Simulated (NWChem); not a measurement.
A series in which one site is exchanged, each optimised at PBE0/def2-SVP with NWChem, gas phase unless a solvent is named. This build's default masses of Se (78.918 u) and Br (79.917 u) are each other's, which moves their modes by up to 0.6 %. For some, no frequency run checked for a minimum. def2 effective core potentials on I; no spin-orbit coupling.

A: [F][Ga]([F])[Br] (GaBrF2; site = Br)
B: [I][Ga]([F])[F] (GaIF2; site = I)
C: [F][GaH][F] (GaHF₂; site = H)
D: [F][Ga]([F])[Cl] (GaClF2; site = Cl)

```
quantity                                                     A    B     C     D
--------------------------------------------------------  ----  ---  ----  ----
dipole (D), PBE0/def2-SVP                                 1.33  ___  2.42  0.91
orbital gap (eV), PBE0/def2-SVP                           7.18  ___  8.99  7.84
static polarisability, CAM-B3LYP/def2-SVPD (bohr³)        45.0  ___  26.0  37.5
lowest singlet excitation, CAM-B3LYP/def2-SVPD, TDA (eV)  5.73  ___  7.60  6.40
```

**Question.** What belongs in the gaps?

**Answer.** 
- dipole (D), PBE0/def2-SVP, B: 1.91
- orbital gap (eV), PBE0/def2-SVP, B: 6.26
- static polarisability, CAM-B3LYP/def2-SVPD (bohr³), B: 58.2
- lowest singlet excitation, CAM-B3LYP/def2-SVPD, TDA (eV), B: 4.87
